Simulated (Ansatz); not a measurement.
Relaxation of Cl4H2Hf (7 atoms, charge 0, multiplicity 1), to a largest force component of 0.03 eV/Å in at most 50 steps.

All numbers below come from Ansatz, RKS B3LYP-D4/def2-SVP.

```xyz
7
Properties=species:S:1:pos:R:3
Hf -0.890 -0.120 -0.145
Cl 0.434 2.016 -1.070
Cl -0.251 -2.088 -1.209
Cl -0.666 -0.396 2.156
Cl -3.158 0.166 -0.554
H 2.146 0.478 0.215
H 2.384 -0.056 0.607
```

**Question.** Where does it end, and by what steps?

**Answer.** The run converged. The force dipped under the threshold on the way, but the program's further checks kept it going. After 10 steps the energy has fallen by 0.675 eV; Cl2 moved furthest, 0.43 Å.

| step | energy less start (eV) | largest force component (eV/Å) | accepted |
| --- | --- | --- | --- |
| 0 | 0.0000 | 2.231 | yes |
| 1 | -0.5906 | 0.389 | yes |
| 2 | -0.6553 | 0.090 | yes |
| 3 | -0.6666 | 0.138 | yes |
| 4 | -0.6725 | 0.026 | yes |
| 5 | -0.6321 | 1.004 | no |
| 6 | -0.6741 | 0.066 | yes |
| 7 | -0.6746 | 0.047 | yes |
| 8 | -0.6750 | 0.036 | yes |
| 9 | -0.6751 | 0.042 | yes |
| 10 | -0.6752 | 0.001 | yes |

```xyz
7
Properties=species:S:1:pos:R:3
Hf -0.982 -0.014 -0.184
Cl 0.011 1.934 -1.024
Cl -0.115 -1.903 -1.258
Cl -0.662 -0.174 2.129
Cl -3.278 0.088 -0.608
H 2.530 0.325 0.227
H 2.496 -0.255 0.717
```

The run took 51 s on 2 threads of Arm Neoverse V1, with other jobs on the host, peak memory 0.29 GiB.
